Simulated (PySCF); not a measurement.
Isomers of C5H13FSi3, one GFN2-xTB conformer each. Single-point energies are computed at PBE0/pcSseg-1 (PySCF, gas phase, no added dispersion term), electronic only.

| SMILES | GFN2-xTB relative energy (kcal/mol) |
| --- | --- |
| C#C[Si@@](C)(C[SiH3])C[SiH2]F | 0.0 |
| CC#C[Si@@H]([SiH3])[SiH2][C@@H](C)F | 38.2 |
| C[SiH2]C1=CC[SiH2][SiH2][C@@H]1F | 10.5 |

Conformers: `[CH:1]#[C:2][Si@@:3]([CH3:4])([CH2:5][SiH3:6])[CH2:7][SiH2:8][F:9]` with C2–Si3–C5–Si6 180°, C2–Si3–C7–Si8 -60°, Si3–C7–Si8–F9 -61°; `[CH3:1][C:2]#[C:3][Si@@H:4]([SiH3:5])[SiH2:6][C@@H:7]([CH3:8])[F:9]` with C3–Si4–Si6–C7 -80°, Si4–Si6–C7–C8 -167°; `[CH3:1][SiH2:2][C:3]1=[CH:4][CH2:5][SiH2:6][SiH2:7][C@@H:8]1[F:9]` with C1–Si2–C3–C4 -1°, C3–C4–C5–Si6 63°, C4–C5–Si6–Si7 -49°, C5–Si6–Si7–C8 1°, Si6–Si7–C8–F9 172°.

Question: What does PBE0/pcSseg-1 give for the same structures?

Answer: 
```tsv
SMILES	PBE0/pcSseg-1 E (Eh)	PBE0/pcSseg-1 (kcal/mol)	GFN2-xTB (kcal/mol)	point group
C#C[Si@@](C)(C[SiH3])C[SiH2]F	-1165.94020	0.0	0.0	C1
C[SiH2]C1=CC[SiH2][SiH2][C@@H]1F	-1165.89353	29.3	10.5	C1
CC#C[Si@@H]([SiH3])[SiH2][C@@H](C)F	-1165.84724	58.3	38.2	C1
```

Both levels put the same isomer lowest; measured from each level's own lowest isomer, the values differ by up to 20.1 kcal/mol (CC#C[Si@@H]([SiH3])[SiH2][C@@H](C)F: 38.2 against 58.3). As drawn, the lowest has an Si–F bond, which the highest lacks; the highest has an Si–Si bond, which the lowest lacks.

Question: Which frontier levels, dipoles and rotational constants go with these structures?

Answer: 
```csv
SMILES,"HOMO (eV, PBE0/pcSseg-1)",LUMO (eV),dipole (D),"A, B, C (MHz)"
C#C[Si@@](C)(C[SiH3])C[SiH2]F,-8.02,0.12,1.94,"877.6, 829.1, 540.4"
C[SiH2]C1=CC[SiH2][SiH2][C@@H]1F,-6.92,-0.30,2.43,"1411, 697.5, 530.8"
CC#C[Si@@H]([SiH3])[SiH2][C@@H](C)F,-7.35,-0.50,2.40,"1012, 562.0, 445.8"
```
